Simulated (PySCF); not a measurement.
This script is equivalent to a calculation on As⁺ (arsenic, charge +1).

```python
from pyscf import gto, scf, dft, mp, cc
import basis_set_exchange as bse
mol = gto.M(atom="As 0 0 0", charge=1, spin=2, symmetry="D2h",
            basis=gto.basis.parse(bse.get_basis("def2-SVP", elements=["As"], fmt="nwchem", header=False)))
mf = scf.UHF(mol)
mf.irrep_nelec = {'Ag': (6, 6), 'B1g': (1, 1), 'B2g': (1, 1), 'B3g': (1, 1), 'B1u': (3, 2), 'B2u': (3, 2), 'B3u': (2, 2)}
mf.kernel()
```

Task: What total energy does it give?

Result: -2233.56916 hartree (calculated).

Task: Which occupied shell lies highest, and where?

Result: 4p α, at -18.456 eV.

Task: What is ⟨S²⟩, and what would a pure spin state give?

Result: 2.009, against 2.00.
